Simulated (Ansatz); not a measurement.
Harmonic frequencies (cm⁻¹) at PBE0-D4/def2-TZVP from Ansatz: 42, 42, 62, 62, 62, 153, 222, 222, 222.

Question: Which molecule is it?
A. `[I][Sn]([I])([I])[I]`
B. `[OH][Sn]([Cl])([Cl])[Br]`
C. `C#[C][SnH]([Cl])[Cl]`
D. `[SH][SnH2][SH]`

Answer: A.
